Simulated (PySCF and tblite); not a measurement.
Results of a calculation; reference values are marked as such.
C11H14, numbered as in [CH3:1][CH:2]([CH3:3])[c:4]1[cH:5][cH:6][cH:7][c:8]2[c:9]1[CH2:10][CH2:11]2.

The ensemble was built from 60 distance-geometry starts (ETKDG and KDG, MMFF94s, GFN2-xTB) and rests on GFN2-xTB geometries. Energies: B3LYP-D3(BJ)/6-31G*, with GFN2-xTB thermal terms (modes under about 100 cm⁻¹ blended into free rotors). Symmetry numbers and mirror images are counted. Conformers within 2.5 kcal/mol (GFN2-xTB free energy) were kept, 5 at most. Programs: PySCF with density fitting and tblite.

Torsions listed: C1–C2–C4–C5. The 4-ring runs over atoms 8–9–10–11.

```csv
conformer,shape,symmetry
1,4-ring flat; -62°,Cs
2,4-ring flat; 119°,Cs
```

(1) Which of these conformers is the most populated at 298.15 K, and with what share?

(2) Give the DFT energies and free energies relative to the lowest, and all weights.

(3) How does its share change from 250 K to 350 K?

Results:

(1) Conformer 2, about 72 %.

(2) 
```csv
conformer,shape,E(DFT) kcal/mol,G(298.15 K) kcal/mol,weight %
1,4-ring flat; -62°,0.42,0.55,28.2
2,4-ring flat; 119°,0.00,0.00,71.8
```

(3) From 74 % to 70 %; the mixing entropy goes from 1.13 to 1.22 cal/(mol K).
